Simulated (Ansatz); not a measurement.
Reaction (isomerisation): `[SiH3]C1C[SiH2]C1` → `C=C([SiH3])[SiH2]C`

Gas-phase electronic energies from Ansatz, PBE0-D4/def2-TZVP geometries. CCSD(T)/CBS adds triple-zeta CCSD(T) − MP2 to the extrapolated MP2 energy (def2 sets, frozen cores). DFT in def2-TZVPP. Each species was taken in one conformer, which may not be the lowest.

```
        level  ΔE (kJ/mol)
   r2SCAN0-D4        -22.6
MP2/CBS(def2)        -23.4
```

(1) What does CCSD(T)/CBS give? (An estimate is asked.)

Largest T1 diagnostic among the species: 0.011.

Answers

(1) Computed: -31.8 kJ/mol. The listed levels differ from it by 9.2, 8.4 kJ/mol.

From r2SCAN to r2SCAN0 (25 % exact exchange), in def2-TZVPP and without D4, ΔE moves by +6.8 kJ/mol. At CCSD(T), def2-SVP lies +3.4 kJ/mol from the extrapolated value and def2-TZVPP −0.4 kJ/mol.

CCSD(T)/CBS has its own doubt, a few kJ/mol and more with outer-core shells, so smaller differences from it don't rank the levels.
